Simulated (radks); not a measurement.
The numbers below are computed, except where a source is named.
Ionisation of Pm, [Xe] 4f5 6s2, to Pm+, [Xe] 4f5 6s1, under several functionals. Dirac Kohn-Sham, spin-unpolarised, spherical densities, point nucleus; open shells are shared between the two j in proportion to 2j + 1; a radial shooting solver on a logarithmic mesh with Libxc functionals. The NIST Atomic Spectra Database gives 5.582 eV (measured). Rank these functionals by the error of their Delta-SCF ionisation energy: XLYP; Wu-Cohen GGA; RPBE; BLYP; HCTH/407; PBEsol; revPBE; PW91.

Answer. From best to worst: RPBE 5.778 eV (+0.197); revPBE 5.796 eV (+0.215); BLYP 5.812 eV (+0.230); HCTH/407 5.821 eV (+0.239); XLYP 5.829 eV (+0.247); Wu-Cohen GGA 5.876 eV (+0.294); PBEsol 5.893 eV (+0.311); PW91 5.909 eV (+0.327). Spin polarisation and multiplet splitting are left out, so open shells lie too high by an amount that depends on their filling. Sharing an open shell by 2j + 1 raises it above the true ground level by a part of the spin-orbit splitting, which enters the differences from NIST.

Beside tabulated values, note that spin-unpolarised runs miss the spin-polarisation part of the exchange energy of open shells.
